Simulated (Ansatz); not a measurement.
One change: `[F][Ga]([F])[I]` becomes `[F][In]([F])[I]`.

Ansatz, PBE0-D4/def2-TZVP geometries, multiplicity 1. 

Elements past krypton have def2 core potentials. Scalar relativity is left out up to krypton.

| property | `[F][Ga]([F])[I]` |
| --- | --- |
| HOMO energy (B3LYP/def2-TZVPP) / eV | -8.34 |
| zero-point energy (PBE0-D4/def2-TZVP) / kJ/mol | 12.8 |
| LUMO energy (ωB97M-V/def2-TZVPP) / eV | -0.37 |
| LUMO energy (B3LYP/def2-TZVPP) / eV | -2.64 |
| HOMO energy (PBE0/def2-TZVPP) / eV | -8.60 |
| LUMO energy (PBE0/def2-TZVPP) / eV | -2.29 |

**Question.** What does the change do to each property? (An estimate is asked.)

**Answer.** Computed: 
```tsv
property	`[F][In]([F])[I]`	shift
HOMO energy (B3LYP/def2-TZVPP) / eV	-8.35	-0.01
zero-point energy (PBE0-D4/def2-TZVP) / kJ/mol	10.6	-2.2
LUMO energy (ωB97M-V/def2-TZVPP) / eV	-1.22	-0.85
LUMO energy (B3LYP/def2-TZVPP) / eV	-3.47	-0.83
HOMO energy (PBE0/def2-TZVPP) / eV	-8.60	0.00
LUMO energy (PBE0/def2-TZVPP) / eV	-3.15	-0.86
```

B3LYP here is the variant with VWN-RPA as its local correlation; programs differ in this.

Spin–orbit coupling is left out; it splits and shifts lone-pair levels of the heavy atoms by tenths of an eV.
